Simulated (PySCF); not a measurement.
**Excitation energy of Pt²⁺ by level of theory**

Pt²⁺ [Xe] 4f14 5d8 (3F) → Pt²⁺ [Xe] 4f14 5d7 6p1 (high-spin determinant), as a difference of total energies. Computed with PySCF 2.14 in aug-cc-pVDZ-PP with ECP60MDF (5s5p4d2f, 54 functions), with scalar relativity through the core potential. Correlated levels: valence: 5s2 5p6 frozen. The calculations carry no spin-orbit coupling.

```tsv
method	excitation energy (eV)
UHF	10.438
MP2 (valence)	11.113
SCS-MP2 (valence)	11.340
CCSD (valence)	10.987
CCSD(T) (valence)	10.980
```

Question: How much does correlation contribute at CCSD(T) (valence)?

Answer: 10.980 − (10.438) = 0.542 eV, measured against UHF.

The determinant of the upper state mixes LS terms, which raises its energy above the lowest term, most at the Hartree-Fock and MP2 levels.
